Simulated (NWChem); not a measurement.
System: C₄H₈S; SMILES C1SCCC1

Here is an NWChem input.

```
start job
memory heap 200 mb stack 900 mb global 1100 mb
geometry units angstroms
  C     -0.270651     0.712277    -1.269856
  C      0.270651    -0.712277    -1.269856
  C     -0.144905    -1.330861     0.059059
  S      0.000000     0.000000     1.312050
  C      0.144905     1.330861     0.059059
  H      0.102585     1.303120    -2.121637
  H     -1.371058     0.690049    -1.340920
  H     -0.102585    -1.303120    -2.121637
  H      1.371058    -0.690049    -1.340920
  H     -1.186623    -1.687246     0.026596
  H      0.495647    -2.174747     0.353613
  H      1.186623     1.687246     0.026596
  H     -0.495647     2.174747     0.353613
end
basis spherical
  * library sto-3g
end
dft
  xc hfexch
  iterations 150
end
driver
  maxiter 120
end
task dft optimize
task dft freq
```

The level has its own optimisation; frequencies are unscaled. Brackets give each atom's bonded neighbours.

**Question.** What results follow from this input? (Hartree-Fock/STO-3G.) Quantities: r C–C [C(CCHH)–C(CCHH)] (Å); r C–C [C(CCHH)–C(CHHS)] (Å); r C–H [C(CCHH)–H(C)] (Å); r C–S (Å); highest harmonic frequency (cm⁻¹); lowest (cm⁻¹); zero-point energy (kcal/mol); dipole (D).

**Answer.** The r C–C [C(CCHH)–C(CCHH)] (Å) is 1.543. The r C–C [C(CCHH)–C(CHHS)] (Å) is 1.545 and the r C–H [C(CCHH)–H(C)] (Å) is 1.088. The r C–S (Å) is 1.809 and the highest harmonic frequency (cm⁻¹) comes out as 3737. The lowest (cm⁻¹) is 114, the zero-point energy (kcal/mol) is 85.7 and the dipole (D) comes out as 1.13.
